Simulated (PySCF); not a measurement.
Dissociation curve of SiS, singlet.

Levels of theory: RKS-B3LYP = restricted B3LYP/cc-pVTZ run with PySCF 2.14.0; UKS-B3LYP = unrestricted B3LYP/cc-pVTZ (PySCF 2.14.0); RHF/cc-pVTZ (PySCF).

Magnitude of the dipole moment (D; its direction can reverse along the curve, and a method can change to another solution) and Mulliken charge of the fragment that holds Si1:

| R / Å | μ RKS-B3LYP | q RKS-B3LYP | μ UKS-B3LYP | q UKS-B3LYP | μ RHF | q RHF |
|---|---|---|---|---|---|---|
| 1.45 | 0.15 | -0.14 | 0.15 | -0.14 | 0.18 | -0.11 |
| 1.53 | 0.14 | -0.09 | 0.14 | -0.09 | 0.17 | -0.05 |
| 1.64 | 0.56 | -0.01 | 0.56 | -0.01 | 0.70 | 0.03 |
| 1.73 | 0.92 | 0.06 | 0.92 | 0.06 | 1.17 | 0.11 |
| 1.82 | 1.29 | 0.13 | 1.29 | 0.13 | 1.66 | 0.18 |
| 1.86 | 1.46 | 0.16 | 1.46 | 0.16 | 1.89 | 0.22 |
| 1.93 | 1.75 | 0.20 | 1.75 | 0.20 | 2.29 | 0.27 |
| 1.97 | 1.92 | 0.23 | 1.92 | 0.23 | 2.52 | 0.30 |
| 2.05 | 2.24 | 0.27 | 2.24 | 0.27 | 2.98 | 0.36 |
| 2.12 | 2.52 | 0.30 | 2.52 | 0.30 | 3.38 | 0.40 |
| 2.26 | 3.04 | 0.34 | 3.04 | 0.34 | 4.17 | 0.45 |
| 2.42 | 3.58 | 0.36 | 3.58 | 0.36 | 5.01 | 0.49 |
| 2.59 | 4.09 | 0.37 | 3.82 | 0.35 | 5.80 | 0.51 |
| 2.89 | 4.82 | 0.37 | 3.64 | 0.29 | — | — |
| 3.22 | 5.45 | 0.35 | 3.99 | 0.28 | 5.66 | 0.35 |
| 3.51 | 5.90 | 0.35 | 4.05 | 0.25 | 4.66 | 0.26 |
| 3.91 | 6.42 | 0.33 | 3.56 | 0.19 | 3.28 | 0.15 |
| 4.29 | 6.82 | 0.32 | 2.99 | 0.15 | 2.15 | 0.09 |
| 4.71 | 7.04 | 0.31 | 2.40 | 0.11 | 1.22 | 0.04 |
| 5.21 | 7.12 | 0.29 | 1.78 | 0.07 | 0.56 | 0.01 |
| 5.83 | 7.28 | 0.26 | 1.16 | 0.04 | 0.21 | 0.00 |
| 6.74 | 7.72 | 0.24 | 0.50 | 0.02 | 0.07 | 0.00 |
| 7.79 | 8.40 | 0.23 | 0.01 | 0.00 | 0.04 | 0.00 |

A dash means that the run gave no value there, or that the column was ended at a point which the program doubted or which failed a test of continuity chosen for this set; such a test can also cut sound points.

At the longest distance RKS-B3LYP leaves fractional charges on the fragments, a sign of delocalisation error or of the restricted form. The restricted form behind RKS-B3LYP, RHF keeps the bonding electrons paired and can't separate into open-shell fragments. The unrestricted determinant behind UKS-B3LYP is spin-contaminated at 2.59 to 7.79 Å (<S²> up to 2.0, against 0.00 for a pure singlet).
